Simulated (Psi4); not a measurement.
C$_{4}$H$_{9}$O (SMILES CCC[CH]O), doublet, at a GFN2-xTB geometry; Psi4 with MP2.5/STO-3G.

Input for Psi4:
```
memory 2 GB

molecule mol {
0 2
  C     2.392879   -0.228253   -0.041825
  C     0.944725   -0.381087   -0.485181
  C     0.021799    0.621782    0.242437
  C    -1.393101    0.508017   -0.170865
  O    -2.159037   -0.412590    0.509260
  H     3.028258   -0.941996   -0.561870
  H     2.754769    0.774851   -0.257881
  H     2.484608   -0.402461    1.027925
  H     0.597185   -1.393348   -0.272421
  H     0.869673   -0.217469   -1.562470
  H     0.084925    0.437105    1.315923
  H     0.380654    1.633396    0.035352
  H    -1.695348    0.766333   -1.174244
  H    -3.030239   -0.478441    0.108215
}

set basis sto-3g
set reference uhf

energy('mp2.5')
print_variables()
```

Problem. What does Psi4 print? Leave out banner, timings and long lists.

Solution. 
```
    Information: MP2.5 default algorithm changed to DF in August 2020. Use `set mp_type conv` for previous behavior.
    For method 'MP2.5', SCF Algorithm Type (re)set to DISK_DF.

   => Loading Basis Set <=

    Name: STO-3G
    Role: ORBITAL
    Keyword: BASIS

         ---------------------------------------------------------
                                   SCF
               by Justin Turney, Rob Parrish, Andy Simmonett
                          and Daniel G. A. Smith
                              UHF Reference
         ---------------------------------------------------------

  ==> Geometry <==

    Molecular point group: c1
    Full point group: C1

    Geometry (in Angstrom), charge = 0, multiplicity = 2:

       Center              X                  Y                   Z               Mass
    ------------   -----------------  -----------------  -----------------  -----------------
         C            2.467068286748    -0.225865120848    -0.060005907213    12.000000000000
         C            1.018914286748    -0.378699120848    -0.503361907213    12.000000000000
         C            0.095988286748     0.624169879152     0.224256092787    12.000000000000
         C           -1.318911713252     0.510404879152    -0.189045907213    12.000000000000
         O           -2.084847713252    -0.410202120848     0.491079092787    15.994914619570
         H            3.102447286748    -0.939608120848    -0.580050907213     1.007825032230
         H            2.828958286748     0.777238879152    -0.276061907213     1.007825032230
         H            2.558797286748    -0.400073120848     1.009744092787     1.007825032230
         H            0.671374286748    -1.390960120848    -0.290601907213     1.007825032230
         H            0.943862286748    -0.215081120848    -1.580650907213     1.007825032230
         H            0.159114286748     0.439492879152     1.297742092787     1.007825032230
         H            0.454843286748     1.635783879152     0.017171092787     1.007825032230
         H           -1.621158713252     0.768720879152    -1.192424907213     1.007825032230
         H           -2.956049713252    -0.476053120848     0.090034092787     1.007825032230

  Running in c1 symmetry.

  Rotational constants: A =      0.51171  B =      0.07369  C =      0.07148 [cm^-1]
  Rotational constants: A =  15340.82769  B =   2209.30759  C =   2142.89980 [MHz]
  Nuclear repulsion =  177.870335903992071

  Charge       = 0
  Multiplicity = 2
  Electrons    = 41
  Nalpha       = 21
  Nbeta        = 20

  ==> Algorithm <==

  SCF Algorithm Type is DISK_DF.
  DIIS enabled.
  MOM disabled.
  Fractional occupation disabled.
  Guess Type is SAD.
  Energy threshold   = 1.00e-08
  Density threshold  = 1.00e-08
  Integral threshold = 1.00e-12

  ==> Primary Basis <==

  Basis Set: STO-3G
    Blend: STO-3G
    Number of shells: 24
    Number of basis functions: 34
    Number of Cartesian functions: 34
    Spherical Harmonics?: true
    Max angular momentum: 1

   => Loading Basis Set <=

    Name: (STO-3G AUX)
    Role: JKFIT
    Keyword: DF_BASIS_SCF

  ==> Integral Setup <==

  ==> DiskDFJK: Density-Fitted J/K Matrices <==

    J tasked:                  Yes
    K tasked:                  Yes
    wK tasked:                  No
    Integrals threads:           1
    Algorithm:                Core
    Integral Cache:           SAVE
    Schwarz Cutoff:          1E-12
    Fitting Condition:       1E-10

   => Auxiliary Basis Set <=

  Basis Set: (STO-3G AUX)
    Blend: DEF2-UNIVERSAL-JKFIT
    Number of shells: 179
    Number of basis functions: 539
    Number of Cartesian functions: 629
    Spherical Harmonics?: true
    Max angular momentum: 4

  Minimum eigenvalue in the overlap matrix is 2.0003145660E-01.
  Reciprocal condition number of the overlap matrix is 7.7933231694E-02.
    Using symmetric orthogonalization.

  ==> Pre-Iterations <==

[...]
  @DF-UHF Final Energy:  -228.66067634132634
    Total Energy =                       -228.6606763413263366
  DIE_IF_NOT_CONVERGED          => (empty)
[...]
  REG_PARAM                     => (empty)
  RELATIVISTIC                  => (empty)
  REMP_A                        => (empty)
  RESTRICTED_DOCC               => (empty)
  RESTRICTED_UOCC               => (empty)
  RMS_MOGRAD_CONVERGENCE        => (empty)
  R_CONVERGENCE                 => (empty)
  SCF_TYPE                      => DISK_DF         !
  SCREENING                     => (empty)
  SCS_TYPE                      => (empty)
  SOCC                          => (empty)
  SOS_TYPE                      => (empty)
  TRIPLES_IABC_TYPE             => (empty)
  WFN                           => (empty)
  WFN_TYPE                      => DF-OMP2.5       !
  WRITER_FILE_LABEL             => (empty)
  ZORA_BASIS_TOLERANCE          => (empty)
  ZORA_NR_DEBUG                 => (empty)
  ZORA_PRUNING_SCHEME           => (empty)
  ZORA_RADIAL_POINTS            => (empty)
  ZORA_SPHERICAL_POINTS         => (empty)

	For this residual convergence, default PCG convergence is:     1.00e-07
	For this energy convergence, default residual convergence is:     3.16e-07

 ==============================================================================
 ==============================================================================
 ==============================================================================

                    DF-MP2.5
              Program Written by Ugur Bozkaya
              Latest Revision September 9, 2017

 ==============================================================================
 ==============================================================================
 ==============================================================================

	MO spaces...

	 FC   AOCC   BOCC  AVIR   BVIR   FV
	------------------------------------------
	  0    21    20    13     14     0

	Number of basis functions in the DF-CC basis: 366

	Total memory requirement for DF+CC int:      4.74 MB

	Computing DF-MP2 energy ...
	=======================================================================
	Nuclear Repulsion Energy (a.u.)    :   177.87033590399207
	DF-HF Energy (a.u.)                :  -228.66067634132634
	REF Energy (a.u.)                  :  -228.66067634132634
	Alpha-Alpha Contribution (a.u.)    :    -0.01114632037601
	Alpha-Beta Contribution (a.u.)     :    -0.20058975103159
	Beta-Beta Contribution (a.u.)      :    -0.01538786481843
	Scaled_SS Correlation Energy (a.u.):    -0.00884472839815
	Scaled_OS Correlation Energy (a.u.):    -0.24070770123790
	DF-SCS-MP2 Total Energy (a.u.)     :  -228.91022877096239
	DF-SOS-MP2 Total Energy (a.u.)     :  -228.92144301766740
	DF-SCS(N)-MP2 Total Energy (a.u.)  :  -228.70737650726858
	DF-MP2 Correlation Energy (a.u.)   :    -0.22712393622603
	DF-MP2 Total Energy (a.u.)         :  -228.88780027755237
	=======================================================================

	=======================================================================
	================ MP2.5 FINAL RESULTS ==================================
	=======================================================================
	Nuclear Repulsion Energy (a.u.)    :   177.87033590399207
	SCF Energy (a.u.)                  :  -228.66067634132634
	REF Energy (a.u.)                  :  -228.66067634132634
	Alpha-Alpha Contribution (a.u.)    :    -0.01104875600412
	Alpha-Beta Contribution (a.u.)     :    -0.22614448420257
	Beta-Beta Contribution (a.u.)      :    -0.01546006074688
	DF-MP3 Correlation Energy (a.u.)   :    -0.27818266568110
	DF-MP3 Total Energy (a.u.)         :  -228.93885900700744
	DF-MP2.5 Correlation Energy (a.u.) :    -0.25265330095358
	DF-MP2.5 Total Energy (a.u.)       :  -228.91332964227990
	=======================================================================

  Variable Map:
  ----------------------------------------------------------------------------
[...]
  Array Variable Map:
  ----------------------------------------------------------------------------
[...]
[...]
```
